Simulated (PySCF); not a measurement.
How methods differ on the ionisation energy of Mo²²⁺

Mo²²⁺ [Ar] 3d2 [3d3/2^2, M_J = 2] → Mo²³⁺ [Ar] 3d1 [3d3/2^1, M_J = 3/2], as a difference of total energies. All numbers are calculated (PySCF 2.14, the two-component X2C-1e Hamiltonian, in an uncontracted even-tempered set (16 s from 2.7 bohr⁻², ratio 2.8; 12 p from 3.5 bohr⁻², ratio 2.8; 8 d from 3.5 bohr⁻², ratio 2.8; 3 f from 11 bohr⁻², ratio 3)). Correlated levels: [Ne] frozen; the 74 highest virtual spinors dropped. "Screened" scales the spin-orbit matrix elements by Boettger's factors to mimic the two-electron term; Breit and QED terms are absent.

| method | ionisation energy (eV) |
| --- | --- |
| GHF (spin-free) | 1017.4 |
| GMP2 (spin-free) | 1017.3 |
| GHF (screened spin-orbit) | 1018.6 |
| GMP2 (screened spin-orbit) | 1018.6 |

Breit and QED terms and the two-electron picture change are absent.

The spin-free rows relax to the high-spin LS determinant and lack the spin-orbit shift.

The labels give the starting determinants; with spin-orbit coupling the two ends relaxed to ⟨J²⟩ = 6.36, ⟨L²⟩ = 11.23, ⟨S²⟩ = 1.76 and ⟨J²⟩ = 3.75, ⟨L²⟩ = 6.01, ⟨S²⟩ = 0.76.

The determinant of Mo²²⁺ mixes levels of different J (the jj label is only the starting occupation), so the difference between spin-free and spin-orbit rows is not the physical spin-orbit shift.

For comparison: 1019 ± 4 eV (theoretical estimate listed by NIST; NIST Atomic Spectra Database, ionization energies).
